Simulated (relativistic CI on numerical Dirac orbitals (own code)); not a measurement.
# Crystal-field levels of Nd3+, 4f3

Calculated by Dirac-Coulomb-Breit CI, orbitals from a KLI potential per configuration, model QED, valence Slater integrals scaled by 0.85, one configuration in a parametric crystal field (own radial code).

Field parameters in Wybourne normalisation; cubic f-shell fields have B⁴₄ = √(5/14) B⁴₀ and B⁶₄ = −√(7/2) B⁶₀. The field is a parameter set, without covalency.

S and J are read from ⟨S²⟩ = S(S + 1) and ⟨J²⟩ = J(J + 1) of each level; they are not fictitious spins.

Oh, B40 = -850, B60 = 740 cm⁻¹, the lowest 10 levels:

| E (cm⁻¹) | Degeneracy | Irrep | S | J |
| --- | --- | --- | --- | --- |
| 0.0 | 4 | Γ8 | 1.48 | 4.52 |
| 225 | 4 | Γ8 | 1.48 | 4.53 |
| 556 | 2 | Γ6 | 1.48 | 4.52 |
| 1982 | 2 | Γ7 | 1.49 | 5.52 |
| 2006 | 4 | Γ8 | 1.49 | 5.52 |
| 2024 | 2 | Γ6 | 1.49 | 5.49 |
| 2211 | 4 | Γ8 | 1.49 | 5.49 |
| 3895 | 2 | Γ7 | 1.50 | 6.50 |
| 3933 | 4 | Γ8 | 1.50 | 6.51 |
| 3948 | 2 | Γ6 | 1.50 | 6.50 |

D3d, B20 = 520, B40 = 940, B43 = 190, B60 = 460, B63 = -150, B66 = -460 cm⁻¹, the lowest 10 levels:

```tsv
E (cm⁻¹)	Degeneracy	Irrep	S	J
0.0	2	Γ5+Γ6	1.48	4.50
82.9	2	Γ4	1.48	4.51
149	2	Γ5+Γ6	1.48	4.51
191	2	Γ4	1.48	4.50
293	2	Γ4	1.48	4.50
1870	2	Γ4	1.49	5.50
1974	2	Γ4	1.49	5.50
1988	2	Γ5+Γ6	1.49	5.50
2006	2	Γ4	1.49	5.50
2036	2	Γ5+Γ6	1.49	5.50
```

Principal g values of the ground doublet: 0.00, 0.00, 5.46.

D3h, B20 = 670, B40 = 80, B60 = -90, B66 = -220 cm⁻¹, the lowest 10 levels:

| E (cm⁻¹) | Degeneracy | S | J |
| --- | --- | --- | --- |
| 0.0 | 2 | 1.48 | 4.50 |
| 29.7 | 2 | 1.48 | 4.50 |
| 115 | 2 | 1.48 | 4.50 |
| 124 | 2 | 1.48 | 4.50 |
| 126 | 2 | 1.48 | 4.50 |
| 1841 | 2 | 1.49 | 5.50 |
| 1883 | 2 | 1.49 | 5.50 |
| 1919 | 2 | 1.49 | 5.50 |
| 1947 | 2 | 1.49 | 5.50 |
| 1955 | 2 | 1.49 | 5.50 |

Principal g values of the ground doublet: 0.00, 0.00, 6.22.

The next free-ion level lies 1837 cm⁻¹ above the lowest; the field splits the ground level into components whose J stays near 9/2 as long as their spread is small against that gap.

Levels of this model without a field, named by their leading LS term: ⁴I°9/2 0, ⁴I°11/2 1837, ⁴I°13/2 3793, ⁴I°15/2 5826, ²H°9/2 12831, ⁴F°3/2 12990, ⁴F°5/2 13988, ⁴S°3/2 14824 cm⁻¹.
